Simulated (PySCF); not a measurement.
Al(Et)(OH)2, SMILES C[CH2][Al]([OH])[OH] (PBE0/def2-SVP optimised geometry):

```
12

Al     0.295     0.167     0.000
C     -0.628    -1.545    -0.003
C     -2.155    -1.501     0.051
H     -0.224    -2.133     0.842
H     -0.287    -2.092    -0.902
H     -2.579    -0.947    -0.801
H     -2.517    -0.997     0.961
H     -2.600    -2.510     0.039
O      2.000     0.167     0.000
H      2.600     0.913     0.003
O     -0.626     1.601     0.000
H     -0.326     2.510    -0.005
```

Computed with PySCF with PBE0/def2-TZVP.

Question: What are the frontier orbital energies and the dipole moment?

Answer: HOMO-2 -8.88 eV, HOMO-1 -8.79 eV, HOMO -7.83 eV, LUMO -0.10 eV, LUMO+1 0.57 eV; dipole moment 1.69 D.

On the same geometry PBE/def2-TZVP (PySCF) gives HOMO-2 -7.15 eV, HOMO-1 -7.09 eV, HOMO -6.56 eV, LUMO -0.92 eV, LUMO+1 -0.21 eV; dipole moment 1.61 D.

Meta-Löwdin charges at PBE0/def2-TZVP: Al1 1.14, C2 -0.51, C3 -0.32, H4 0.12, H5 0.12, H6 0.11, H7 0.11, H8 0.11, O9 -0.79, H10 0.35, O11 -0.79, H12 0.35.
